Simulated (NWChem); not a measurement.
System: SnNH$_{4}$F; SMILES [NH2][SnH2][F]

The following NWChem deck was run.

```
start job
memory heap 200 mb stack 900 mb global 1100 mb
geometry units angstroms noautoz
  Sn     0.287592    -0.050641     0.016874
  N     -0.829110     1.626764    -0.114274
  F     -0.819826    -1.610494    -0.374846
  H      0.793988    -0.261902     1.632034
  H      1.474090    -0.030799    -1.208854
  H     -1.592531     1.680478     0.556538
  H     -1.207310     1.811491    -1.040846
end
basis spherical
  * library def2-svp
end
ecp
  Sn library def2-ecp
end
dft
  xc xcamb88 1.00 lyp 0.81 vwn_5 0.19 hfexch 1.00
  cam 0.33 cam_alpha 0.19 cam_beta 0.46
  iterations 150
  vectors input atomic output neutral.movecs
end
task dft energy
charge 1
dft
  odft
  mult 2
  vectors input atomic output cation.movecs
end
task dft energy
```

Output (shortened):

```
             Northwest Computational Chemistry Package (NWChem) 7.3.0
             --------------------------------------------------------

 CS  symmetry detected

                             Geometry "geometry" -> ""
                             -------------------------

 Output coordinates in angstroms (scale by  1.889725989 to convert to a.u.)

  No.       Tag          Charge          X              Y              Z
 ---- ---------------- ---------- -------------- -------------- --------------
    1 Sn                  50.0000     0.28596660    -0.00828480     0.00000000
    2 N                    7.0000    -0.87462207     1.64427220     0.00000000
    3 F                    9.0000    -0.84049676    -1.60328977     0.00000000
    4 H                    1.0000     1.15671941    -0.08133729     1.46514432
    5 H                    1.0000     1.15671941    -0.08133729    -1.46514432
    6 H                    1.0000    -1.46247162     1.74830858     0.82419442
    7 H                    1.0000    -1.46247162     1.74830858    -0.82419442

 Effective nuclear repulsion energy (a.u.)     292.0161778655

      Symmetry information
      --------------------

 Group name             Cs
 Group number              2
 Group order               2
 No. of unique centers     5

                                 NWChem DFT Module
                                 -----------------

 Summary of "ao basis" -> "ao basis" (spherical)
 ------------------------------------------------------------------------------
       Tag                 Description            Shells   Functions and Types
 ---------------- ------------------------------  ------  ---------------------
 Sn                         def2-svp                10       26   4s4p2d
 N                          def2-svp                 6       14   3s2p1d
 F                          def2-svp                 6       14   3s2p1d
 H                          def2-svp                 3        5   2s1p

      Symmetry analysis of basis
      --------------------------

        a'         48
        a"         26

            General Information
            -------------------
          SCF calculation type: DFT
          Wavefunction type:  closed shell.
          No. of atoms     :     7
          No. of electrons :    42
           Alpha electrons :    21
            Beta electrons :    21
          Charge           :     0
          Spin multiplicity:     1
          Use of symmetry is: on ; symmetry adaption is: on
          Maximum number of iterations: 150
          AO basis - number of functions:    74
                     number of shells:    34
          Convergence on energy requested:  1.00D-06
          Convergence on density requested:  1.00D-05
          Convergence on gradient requested:  5.00D-04

              XC Information
              --------------
                     Hartree-Fock (Exact) Exchange  1.000
                   CAM-Becke88 Exchange Functional  1.000
                      VWN V Correlation Functional  0.190 local
              Lee-Yang-Parr Correlation Functional  0.810

           Range-Separation Parameters
           ---------------------------
           Alpha           :  0.19
           Beta            :  0.46
           Gamma           :  0.33
           Short-Range HF  :     F

             Grid Information
             ----------------
          Grid used for XC integration:  medium
          Radial quadrature: Mura-Knowles
          Angular quadrature: Lebedev.
          Tag              B.-S. Rad. Rad. Pts. Rad. Cut. Ang. Pts.
          ---              ---------- --------- --------- ---------
          Sn                  1.45      123           9.0       590
          N                   0.65       49           9.0       434
          F                   0.50       49          10.0       434
          H                   0.35       45          11.0       434
          Grid pruning is: on
          Number of quadrature shells:   311
          Spatial weights used:  Erf1

      Superposition of Atomic Density Guess
      -------------------------------------

 Sum of atomic energies:        -404.62955200

      Non-variational initial energy
      ------------------------------

 Total energy =    -369.325922
 1-e energy   =    -876.682012
 2-e energy   =     363.710530
 HOMO         =      -0.359753
 LUMO         =       0.010549

      Symmetry analysis of molecular orbitals - initial
      -------------------------------------------------

  Numbering of irreducible representations:

     1 a'          2 a"

  Orbital symmetries:

     1 a'          2 a'          3 a'          4 a"          5 a'
     6 a'          7 a'          8 a'          9 a"         10 a'
    11 a"         12 a'         13 a'         14 a'         15 a"
    16 a'         17 a"         18 a'         19 a'         20 a"
    21 a'         22 a'         23 a'         24 a'         25 a"
    26 a'         27 a"         28 a'         29 a"         30 a'
    31 a'

   convergence    iter        energy       DeltaE   RMS-Dens  Diis-err
 ---------------- ----- ----------------- --------- --------- ---------
 d= 0,ls=0.0,diis     1   -371.0251405064 -5.15D+02  1.86D-02  7.03D-01
 d= 0,ls=0.0,diis     2   -370.9965701277  2.86D-02  8.47D-03  1.36D+00
 d= 0,ls=0.0,diis     3   -371.1137096969 -1.17D-01  1.05D-03  6.97D-03
 d= 0,ls=0.0,diis     4   -371.1139619284 -2.52D-04  5.29D-04  4.52D-03
 d= 0,ls=0.0,diis     5   -371.1144218895 -4.60D-04  1.08D-04  1.05D-04
  Resetting Diis
 d= 0,ls=0.0,diis     6   -371.1144345559 -1.27D-05  2.75D-05  2.62D-06
 d= 0,ls=0.0,diis     7   -371.1144350454 -4.90D-07  1.08D-05  1.77D-07
 d= 0,ls=0.0,diis     8   -371.1144350993 -5.39D-08  3.40D-06  4.59D-08

         Total DFT energy =     -371.114435099338
      One electron energy =     -879.113141753917
           Coulomb energy =      401.252012978554
    Exchange-Corr. energy =      -36.898865415112
 Nuclear repulsion energy =      143.645559091137

 Numeric. integr. density =       41.999996998675

                  Occupations of the irreducible representations
                  ----------------------------------------------

                     irrep           alpha         beta
                     --------     --------     --------
                     a'               15.0         15.0
                     a"                6.0          6.0

                       DFT Final Molecular Orbital Analysis
                       ------------------------------------

 Vector   19  Occ=2.000000D+00  E=-4.023694D-01  Symmetry=a'
              MO Center= -3.4D-01, -3.7D-01, -7.3D-14, r^2= 3.5D+00
   Bfn.  Coefficient  Atom+Function         Bfn.  Coefficient  Atom+Function
  ----- ------------  ---------------      ----- ------------  ---------------
    44      0.449419  3 F  px                47     -0.323352  3 F  px
    30      0.246748  2 N  px                11      0.187697  1 Sn px
    29     -0.181652  2 N  s                 55      0.155531  4 H  s
    60      0.155531  5 H  s                 33     -0.147881  2 N  px
    31     -0.126090  2 N  py                56      0.123181  4 H  s

 Vector   20  Occ=2.000000D+00  E=-3.867168D-01  Symmetry=a"
              MO Center=  3.5D-01, -5.5D-01, -1.4D-15, r^2= 3.3D+00
   Bfn.  Coefficient  Atom+Function         Bfn.  Coefficient  Atom+Function
  ----- ------------  ---------------      ----- ------------  ---------------
    46      0.398580  3 F  pz                49     -0.291088  3 F  pz
    13      0.272408  1 Sn pz                55      0.269246  4 H  s
    60     -0.269246  5 H  s                 56      0.239699  4 H  s
    61     -0.239699  5 H  s                 20      0.134699  1 Sn d  1
    10     -0.095765  1 Sn pz                 7     -0.089166  1 Sn pz

 Vector   21  Occ=2.000000D+00  E=-3.301794D-01  Symmetry=a'
              MO Center= -7.9D-01,  1.5D+00,  1.0D-15, r^2= 1.6D+00
   Bfn.  Coefficient  Atom+Function         Bfn.  Coefficient  Atom+Function
  ----- ------------  ---------------      ----- ------------  ---------------
    31      0.460824  2 N  py                34     -0.389477  2 N  py
    30      0.284463  2 N  px                33     -0.234521  2 N  px
    45      0.172191  3 F  py                29     -0.134770  2 N  s
    48     -0.130158  3 F  py                28     -0.128283  2 N  s
    14     -0.093494  1 Sn px                 3      0.091079  1 Sn s

 Vector   22  Occ=0.000000D+00  E= 3.676904D-02  Symmetry=a'
              MO Center= -1.8D-01, -1.0D-02,  7.3D-15, r^2= 4.4D+00
   Bfn.  Coefficient  Atom+Function         Bfn.  Coefficient  Atom+Function
  ----- ------------  ---------------      ----- ------------  ---------------
     4      0.616625  1 Sn s                  3      0.607304  1 Sn s
    29     -0.522953  2 N  s                 14     -0.445402  1 Sn px
    56     -0.326739  4 H  s                 61     -0.326739  5 H  s
    43     -0.322445  3 F  s                 34      0.264588  2 N  py
    15     -0.247451  1 Sn py                 2     -0.227325  1 Sn s

 Vector   23  Occ=0.000000D+00  E= 5.082889D-02  Symmetry=a'
              MO Center=  2.7D-01,  4.7D-01,  6.6D-15, r^2= 5.3D+00
   Bfn.  Coefficient  Atom+Function         Bfn.  Coefficient  Atom+Function
  ----- ------------  ---------------      ----- ------------  ---------------
    15      0.921495  1 Sn py                29     -0.918977  2 N  s
     4      0.402270  1 Sn s                 12      0.273007  1 Sn py
    66      0.274007  6 H  s                 71      0.274007  7 H  s
    43      0.203858  3 F  s                 28     -0.175026  2 N  s
    56     -0.137137  4 H  s                 61     -0.137137  5 H  s

[...]
```

Level: CAM-B3LYP/def2-SVP with def2 effective core potentials on Sn, vertical spin-unrestricted ions. Structure relaxed at the PBE0/def2-SVP level. Not confirmed as a minimum by frequencies. def2 effective core potentials on Sn; no spin-orbit coupling.
